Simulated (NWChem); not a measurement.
Species: InSiH₅O₂; SMILES [In]([OH])([OH])[SiH3]

```xyz
9

In     0.0002     0.2783     0.0026
O     -1.6856     1.3645    -0.0034
H     -1.5396     2.3170    -0.0113
O      1.6836     1.3681    -0.0034
H      1.5357     2.3203    -0.0120
Si     0.0009    -2.2723    -0.0011
H      1.2713    -2.7856     0.5903
H     -0.1145    -2.7560    -1.4099
H     -1.1594    -2.7830     0.7868
```
Atoms are numbered in this order, from 1.

All runs: NWChem. Geometry: optimised at PBE0/def2-SVP. def2 effective core potentials on In; no spin-orbit coupling. Level B3LYP/def2-SVP: energy and gradient on several grids; changes count from the extra-fine grid, which is no exact limit either.

```csv
grid,size of the energy change (μHa),largest change of a gradient component (μHa/bohr),"time, medium = 1 (rough)"
xcoarse,9000,9000,about 1
coarse,40,800,about 1
medium,20,40,about 1
fine,< 10,< 30,about 1
xfine,< 10,< 30,2
```
